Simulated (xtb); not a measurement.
xtb input (GFN2-xTB):

```bash
xtb mol.xyz --gfn 2 --sp --chrg -1 --uhf 0
```
mol.xyz:
```
2

Si    -0.00000000    -0.00000000    -0.52250080
N      0.00000000     0.00000000     1.04500159
```

Output:

```
           -------------------------------------------------
          |                Calculation Setup                |
           -------------------------------------------------

           -------------------------------------------------
          |                 G F N 2 - x T B                 |
           -------------------------------------------------

        Reference                      10.1021/acs.jctc.8b01176
      * Hamiltonian:
        H0-scaling (s, p, d)           1.850000    2.230000    2.230000
        zeta-weighting                 0.500000
      * Dispersion:
        s8                             2.700000
        a1                             0.520000
        a2                             5.000000
        s9                             5.000000
      * Repulsion:
        kExp                           1.500000    1.000000
        rExp                           1.000000
      * Coulomb:
        alpha                          2.000000
        third order                    shell-resolved
        anisotropic                    true
        a3                             3.000000
        a5                             4.000000
        cn-shift                       1.200000
        cn-exp                         4.000000
        max-rad                        5.000000

          ...................................................
          :                      SETUP                      :
          :.................................................:
          :  # basis functions                  14          :
          :  # atomic orbitals                  13          :
          :  # shells                            5          :
          :  # electrons                        10          :
          :  max. iterations                   250          :
          :  Hamiltonian                  GFN2-xTB          :
          :  restarted?                      false          :
          :  GBSA solvation                  false          :
          :  PC potential                    false          :
          :  electronic temp.          300.0000000     K    :
          :  accuracy                    1.0000000          :
          :  -> integral cutoff          0.2500000E+02      :
          :  -> integral neglect         0.1000000E-07      :
          :  -> SCF convergence          0.1000000E-05 Eh   :
          :  -> wf. convergence          0.1000000E-03 e    :
          :  Broyden damping             0.4000000          :
          :  net charge                         -1          :
          :  unpaired electrons                  0          :
          ...................................................

 iter      E             dE          RMSdq      gap      omega  full diag
   1     -4.3908859 -0.439089E+01  0.250E+01    2.24       0.0  T
   2     -4.3574952  0.333907E-01  0.241E+01    2.29       1.0  T
   3     -4.6959872 -0.338492E+00  0.190E+01    2.64       1.0  T
   4     -4.7372709 -0.412837E-01  0.144E+01    2.51       1.0  T
   5     -4.7270009  0.102699E-01  0.287E+00    2.81       1.0  T
   6     -4.7354369 -0.843592E-02  0.157E+00    2.66       1.0  T
   7     -4.7388133 -0.337641E-02  0.193E-01    2.73       1.0  T
   8     -4.7387638  0.494273E-04  0.246E-01    2.73       1.0  T
   9     -4.7388415 -0.776602E-04  0.440E-02    2.74       1.6  T
  10     -4.7388439 -0.241017E-05  0.183E-02    2.74       3.9  T
  11     -4.7388443 -0.423793E-06  0.557E-03    2.74      12.7  T
  12     -4.7388444 -0.472468E-07  0.526E-04    2.74     134.4  T
  13     -4.7388444 -0.348415E-09  0.985E-05    2.74     718.1  T

   *** convergence criteria satisfied after 13 iterations ***

         #    Occupation            Energy/Eh            Energy/eV
      -------------------------------------------------------------
         1        2.0000           -0.2314146              -6.2971
         2        2.0000           -0.0814673              -2.2168
         3        2.0000           -0.0005452              -0.0148
         4        2.0000           -0.0005452              -0.0148
         5        2.0000            0.0263262               0.7164 (HOMO)
         6                          0.1269479               3.4544 (LUMO)
         7                          0.1269479               3.4544
         8                          0.2801919               7.6244
         9                          0.3362278               9.1492
        10                          0.3362278               9.1492
       ...                                ...                  ...
        13                          1.2410839              33.7716
      -------------------------------------------------------------
                  HL-Gap            0.1006217 Eh            2.7381 eV
             Fermi-level            0.0766370 Eh            2.0854 eV

 SCC (total)                   0 d,  0 h,  0 min,  0.003 sec
 SCC setup                      ...        0 min,  0.000 sec (  4.717%)
 Dispersion                     ...        0 min,  0.000 sec (  0.928%)
 classical contributions        ...        0 min,  0.000 sec (  0.804%)
 integral evaluation            ...        0 min,  0.000 sec ( 11.852%)
 iterations                     ...        0 min,  0.002 sec ( 65.400%)
 molecular gradient             ...        0 min,  0.000 sec ( 12.614%)
 printout                       ...        0 min,  0.000 sec (  3.198%)

         :::::::::::::::::::::::::::::::::::::::::::::::::::::
         ::                     SUMMARY                     ::
         :::::::::::::::::::::::::::::::::::::::::::::::::::::
         :: total energy              -4.686307374009 Eh    ::
         :: gradient norm              0.033276529914 Eh/a0 ::
         :: HOMO-LUMO gap              2.738055563512 eV    ::
         ::.................................................::
         :: SCC energy                -4.738844382158 Eh    ::
         :: -> isotropic ES            0.230692878570 Eh    ::
         :: -> anisotropic ES          0.021789074062 Eh    ::
         :: -> anisotropic XC         -0.018327156386 Eh    ::
         :: -> dispersion             -0.000792467603 Eh    ::
         :: repulsion energy           0.052537008149 Eh    ::
         :: add. restraining           0.000000000000 Eh    ::
         :: total charge              -1.000000000000 e     ::
         :::::::::::::::::::::::::::::::::::::::::::::::::::::

           -------------------------------------------------
          |                Property Printout                |
           -------------------------------------------------

    * Orbital Energies and Occupations

         #    Occupation            Energy/Eh            Energy/eV
      -------------------------------------------------------------
         1        2.0000           -0.2314146              -6.2971
         2        2.0000           -0.0814673              -2.2168
         3        2.0000           -0.0005452              -0.0148
         4        2.0000           -0.0005452              -0.0148
         5        2.0000            0.0263262               0.7164 (HOMO)
         6                          0.1269479               3.4544 (LUMO)
         7                          0.1269479               3.4544
         8                          0.2801919               7.6244
         9                          0.3362278               9.1492
        10                          0.3362278               9.1492
        11                          0.4317979              11.7498
        12                          0.4317979              11.7498
        13                          1.2410839              33.7716
      -------------------------------------------------------------
                  HL-Gap            0.1006217 Eh            2.7381 eV
Note: The following floating-point exceptions are signalling: IEEE_DENORMAL
normal termination of xtb
             Fermi-level            0.0766370 Eh            2.0854 eV

     #   Z          covCN         q      C6AA      α(0)
     1  14 Si       0.822    -0.226   263.353    35.267
     2   7 N        0.822    -0.774    43.995     9.656

 Mol. C6AA /au·bohr⁶  :        506.249396
 Mol. C8AA /au·bohr⁸  :      27708.330061
 Mol. α(0) /au        :         44.922182

Wiberg/Mayer (AO) data.
largest (>0.10) Wiberg bond orders for each atom

 ---------------------------------------------------------------------------
     #   Z sym  total        # sym  WBO       # sym  WBO       # sym  WBO
 ---------------------------------------------------------------------------
     1  14 Si   2.864 --     2 N    2.864
     2   7 N    2.864 --     1 Si   2.864
 ---------------------------------------------------------------------------

Topologies differ in total number of bonds
Writing topology from bond orders to xtbtopo.mol

molecular dipole:
                 x           y           z       tot (Debye)
 q only:        0.000       0.000      -1.305
   full:        0.000      -0.000      -1.388       3.529
molecular quadrupole (traceless):
                xx          xy          yy          xz          yz          zz
 q only:        1.619       0.000       1.619       0.000       0.000      -3.238
  q+dip:        1.428       0.000       1.428      -0.000      -0.000      -2.856
   full:        3.735       0.000       3.735      -0.000      -0.000      -7.470

           -------------------------------------------------
          | TOTAL ENERGY               -4.686307374009 Eh   |
          | GRADIENT NORM               0.033276529914 Eh/α |
          | HOMO-LUMO GAP               2.738055563512 eV   |
           -------------------------------------------------

------------------------------------------------------------------------
------------------------------------------------------------------------
 total:
 SCF:
```

This state (charge -1, singlet) is run at the relaxed geometry of the species with charge 0 and multiplicity 2.
